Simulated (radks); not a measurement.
Results of a calculation; reference values are marked as such.
All-electron atom: Ir IV in [Kr] 4d10 4f14 5s2 5p5.75 5d6 6p0.25 (fractional occupations, a model configuration).

Level of theory: scalar-relativistic Kohn-Sham, PBE, spin-polarised, spherical densities, point nucleus; open shells are filled with parallel spins first (spin-orbit coupling, left out, can overturn this in heavy ions) (a radial shooting solver on a logarithmic mesh with Libxc functionals).

Energy parts (eV):
part                       energy
total                  -485042.08
kinetic                 539406.30
electron-nucleus      -1201282.62
Hartree                 186225.96
exchange-correlation     -9391.72

Orbitals (lengths in bohr, moments of r in powers of bohr):
orbital  occ.  eigenvalue (eV)   <1/r>
1s up       1        -76172.85   92.25
1s down     1        -76172.82   92.25
2s up       1        -13353.04   21.60
2s down     1        -13352.74   21.60
2p up       3        -11603.22   19.36
2p down     3        -11602.97   19.36
3s up       1        -3149.033   8.006
3s down     1        -3148.914   8.006
3p up       3        -2637.488   7.338
3p down     3        -2637.354   7.338
3d up       5        -2074.986   6.918
3d down     5        -2074.762   6.917
4s up       1        -698.4602   3.419
4s down     1        -698.1507   3.419
4p up       3        -530.7115   3.095
4p down     3        -530.4203   3.094
4d up       5        -324.8558   2.766
4d down     5        -324.5136   2.767
5s up       1        -132.3391   1.378
5s down     1        -129.9260   1.389
4f up       7         -96.1040   2.315
4f down     7         -95.5525   2.322
5p up       3         -88.9232   1.173
5p down  2.75         -85.9445   1.183
5d up       5         -39.5246  0.8482
5d down     1         -36.1788  0.8445
6s up       0         -32.9903  0.5447
6s down     0         -30.7305  0.5291
6p up    0.25         -23.7879  0.4433
6p down     0         -22.0671  0.4306
6d up       0         -13.8780  0.3124
5f up       0         -10.9306  0.3081

The highest occupied level is 6p up at -23.788 eV. The configuration is held as typed, so some empty levels lie below it. Summed over all electrons, <r^2> = 38.71 bohr^2, which gives a Langevin (diamagnetic) susceptibility term of -30.7 x 10^-6 cm^3/mol. Spin moment in Bohr magnetons: 4.5. The density falls to 0.001 e/bohr^3 at r = 3.52 bohr.
